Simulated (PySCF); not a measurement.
Geometry (Å), atoms numbered from 1 in this order:
```xyz
15

F     1.864    1.330    0.601
C     2.123    0.054    0.264
F     2.117   -0.652    1.394
F     3.371    0.032   -0.219
C     1.131   -0.482   -0.778
O    -0.133   -0.753   -0.253
C    -0.881    0.373    0.145
C    -2.342   -0.065    0.235
F    -3.115    0.961    0.621
F    -2.813   -0.484   -0.941
F    -2.531   -1.047    1.114
H     1.093    0.246   -1.602
H     1.514   -1.438   -1.144
H    -0.581    0.749    1.132
H    -0.819    1.185   -0.592
```

- geometry: GFN2-xTB
- NMR shieldings at PBE0/pcSseg-1/GIAO
- program: PySCF 2.14.0 with density-fitted response routines
- one conformer, no solvent, non-relativistic, fast rotation and ring inversion assumed for equivalent nuclei

Task: List the cross peaks expected in HSQC, COSY and HMBC spectra.

Result: 

HSQC (one-bond C–H):
```csv
δH,δC
4.05 (H12/H13/H14/H15),74.7 (C5/C7)
```

HMBC (two and three bonds, from the bond graph):
```csv
δH,δC
4.05 (H12/H13/H14/H15),"132.3 (C2/C8), 74.7 (C5/C7)"
```

No COSY cross peaks are expected.

δ = σ(ref) − σ, references computed at the same level: ¹H (31.72 ppm), ¹³C (186.93 ppm) vs TMS.

Shifts are as computed. Against solution values, carbons near 30 ppm lie about +3 ppm off and those near 130 ppm about +5 ppm. Of 1211 compounds with measured shifts, 218 miss one by over three times the rms of a fit or turn the order of signals round; such compounds aren't used in these exercises.
